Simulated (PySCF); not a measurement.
HTe, multiplicity 2. Atoms are numbered in the order given.

```xyz
2

Te     0.0000     0.0000    -0.0313
H      0.0000     0.0000     1.6275
```
Charge 0, spin multiplicity 2.

The structure is a stationary point at PBE0-D3(BJ)/def2-TZVPD. The def2 effective core potentials stand for the cores of Te; spin–orbit coupling is left out.

Computed with M06-2X/def2-TZVPD (PySCF).

Mulliken values depend strongly on the basis, most of all with diffuse functions as here. ESP charges are fitted to the potential on shells at 1.4 to 2.0 van der Waals radii. Atomic charges (e):

```csv
atom,Mulliken,ESP fit,Mulliken spin
Te1,-0.10,-0.05,1.04
H2,0.10,0.05,-0.04
```
